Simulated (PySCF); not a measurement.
Species: C2H9BN (charge -1).
SMILES with atom numbers: `[BH3-:1][N:2]([CH3:3])[CH3:4]` (hydrogens: H5, H6, H7 on B1; H8, H9, H10 on C3; H11, H12, H13 on C4)

Cartesian coordinates in Å at the PBE0-D3(BJ)/def2-SVP level; atoms count from 1:
```
atom  x, y, z in Å
B1    -0.5765    1.4862    0.4107
N2    -0.2492   -0.0244    0.5171
C3     1.1416   -0.3196    0.4640
C4    -0.9785   -0.8401   -0.3922
H5    -0.2325    1.9524   -0.7206
H6     0.0406    2.1153    1.2994
H7    -1.8077    1.6624    0.5506
H8     1.6203   -0.1033   -0.5320
H9     1.3533   -1.3926    0.6783
H10    1.6866    0.2879    1.2061
H11   -0.7123   -0.6750   -1.4738
H12   -0.8226   -1.9269   -0.2014
H13   -2.0584   -0.6325   -0.3056
```

The closed-shell ground state was solved at several levels (PySCF, density fitting, gas phase, non-relativistic). The geometry's basis has no diffuse functions, a weakness for an anion. No diffuse functions stand in pcJ-1, pcSseg-1 and pcSseg-2, which bears on an anion's orbital energies.

```tsv
level	basis functions	HOMO (eV)	LUMO (eV)	gap (eV)
B3LYP/pcJ-1	198	-0.15	5.46	5.61
PBE0/pcSseg-1	113	-0.31	5.74	6.05
wB97X-D/def2-SVPD	152	-2.34	5.93	8.27
```

Problem. What might mPW1PW91/pcSseg-2 (270 basis functions) give for the same quantities?

Solution. HOMO -0.53 eV, LUMO 4.45 eV, gap 4.98 eV.

Problem. Over all these levels, which gives the widest orbital gap and which the narrowest?

Solution. wB97X-D/def2-SVPD (range-separated hybrid) has the widest, 8.27 eV, and mPW1PW91/pcSseg-2 (global hybrid, 25 % exact exchange) the narrowest, 4.98 eV. Functional and basis both differ between the two, so the spread mixes both effects.
